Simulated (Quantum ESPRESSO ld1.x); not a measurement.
Problem. Species: Rh8+. Configuration: [Kr] 4d1 (the NIST ground configuration). All-electron calculation, Dirac Kohn-Sham, PW91, spin-unpolarised, spherical densities, point nucleus; open shells fill j = l - 1/2 first. Program: ld1.x of Quantum ESPRESSO 7.5.

Spin-orbit splittings of the eigenvalues, e(l+1/2) - e(l-1/2), with zeta = 2 splitting/(2l+1) and mean radii in bohr:

shell  occ.  splitting (eV)  zeta (eV)  <r> j=l-1/2  <r> j=l+1/2
2p        6           144.7      96.45       0.1203       0.1251
3p        6               ?          ?       0.3822       0.3929
3d       10           4.953      1.981       0.3667       0.3701
4p        6           4.687      3.125       0.9802        1.002
4d        1          0.7401     0.2960        1.133        1.140

Estimate the 3p splitting.

Solution. 25.02 eV (zeta = 16.68 eV).
